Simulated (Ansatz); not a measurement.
Computed with Ansatz on PBE0-D4/def2-TZVP structures; ΔE is electronic, products minus reactants. CCSD(T)/CBS adds triple-zeta CCSD(T) − MP2 to the extrapolated MP2 energy (def2 sets, frozen cores). DFT in def2-TZVPP. B3LYP here is the variant with VWN-RPA as its local correlation; programs differ in this. For Sc outer-core shells are correlated without core-valence functions, which leaves a few kJ/mol of doubt a bond. Scalar relativity is left out up to krypton. One conformer a species, not always the lowest.

Consider the redistribution: `[CH3][Sc]([CH3])[NH2]` + `B[SiH2]C(O)F` → `[CH3][Sc]([CH3])[F]` + `B[SiH2]C(N)O`.

```csv
level,ΔE (kJ/mol),difference from CCSD(T)/CBS
PBE-D4,-109.9,-0.8
r2SCAN-D4,-109.3,-0.2
PBE0-D4,-111.0,-1.9
ωB97M-V,-109.2,-0.1
PBE,-108.6,0.5
r2SCAN,-109.1,0.0
PBE0,-110.1,-1.0
B3LYP,-104.3,4.8
HF/def2-TZVPP,-101.3,7.8
MP2/def2-TZVPP,-114.2,-5.1
CCSD/def2-TZVPP,-108.5,0.6
CCSD(T)/def2-TZVPP,-108.9,0.2
HF/def2-QZVPP,-102.7,6.4
SCS-MP2/def2-QZVPP,-111.3,-2.2
HF/CBS(def2),-102.9,6.2
CCSD/CBS(def2),-108.7,0.4
CCSD(T)/CBS,-109.1,0
```

Largest T1 diagnostic among the species: 0.014.

In def2-TZVPP, CCSD(T) changes the Hartree–Fock value by −7.6 kJ/mol (the triples alone add −0.4 kJ/mol) and MP2 by −12.9 kJ/mol.
